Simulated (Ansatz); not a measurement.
Relaxation of CH8GeNOSb (13 atoms, charge 0, multiplicity 1), to a largest force component of 0.015 eV/Å in at most 40 steps.

These are results of Ansatz 0.2.0, RKS LDA/def2-SVP, not measurements.

```xyz
13
Properties=species:S:1:pos:R:3
N -1.404 0.588 0.764
C -0.384 0.080 -0.069
O -0.953 -0.382 -1.289
Ge 0.536 -1.389 0.884
Sb 1.120 1.613 -0.472
H -1.411 0.143 1.706
H -2.357 0.242 0.350
H -0.117 -0.665 -1.838
H 1.049 -0.865 2.269
H 1.606 -1.985 0.043
H -0.605 -2.497 1.190
H 1.990 0.610 -1.593
H 0.069 2.373 -1.724
```

Task: Where does it end, and by what steps?

Result: The forces met the threshold. After 15 steps the energy has fallen by 0.686 eV; H7 moved furthest, 1.07 Å.

```csv
step,energy less start (eV),largest force component (eV/Å),accepted
0,0.0000,2.744,yes
1,-0.2832,1.357,yes
2,-0.3861,0.693,yes
3,-0.4233,0.472,yes
4,-0.4736,0.320,yes
5,-0.5081,0.823,yes
6,-0.5945,0.396,yes
7,-0.6432,0.386,yes
8,-0.6705,0.538,yes
9,-0.6542,0.306,no
10,-0.6828,0.119,yes
11,-0.6834,0.089,yes
12,-0.6855,0.030,yes
13,-0.6855,0.074,yes
14,-0.6859,0.028,yes
15,-0.6859,0.008,yes
```

```xyz
13
Properties=species:S:1:pos:R:3
N -1.352 0.484 0.745
C -0.327 -0.067 -0.052
O -0.837 -0.619 -1.236
Ge 0.590 -1.445 1.014
Sb 1.087 1.624 -0.396
H -2.017 -0.239 1.066
H -1.888 1.202 0.232
H -0.091 -0.876 -1.813
H 1.394 -0.852 2.193
H 1.544 -2.243 0.092
H -0.503 -2.407 1.546
H 1.696 0.896 -1.852
H -0.154 2.409 -1.317
```

The run took 49 s on 2 threads of Arm Neoverse V1, with other jobs on the host, peak memory 0.2 GiB.
